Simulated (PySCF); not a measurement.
B(Et)(OH)(NH2) (C2H8BNO), SMILES CCB(N)O. Geometry: B3LYP-D3(BJ)/def2-SVP. One conformer was computed; it need not be the lowest.

Computed equilibrium geometry at B3LYP-D3(BJ)/def2-SVP (PySCF confirms it by a frequency run) as Cartesian coordinates in Å (one conformer of several):
```xyz
13

B     -0.1159    -0.0003     0.5710
C      0.1334    -0.8189    -0.7640
C      0.3497     0.0674    -1.9991
H     -0.7581    -1.4548    -0.9272
H      0.9792    -1.5194    -0.6443
H      1.2598     0.6824    -1.8973
H     -0.4948     0.7600    -2.1381
H      0.4559    -0.5250    -2.9230
O     -1.0493     1.0107     0.5145
H     -1.1758     1.4810     1.3465
N      0.5834    -0.3041     1.7627
H      0.4492     0.1686     2.6489
H      1.2765    -1.0398     1.8039
```
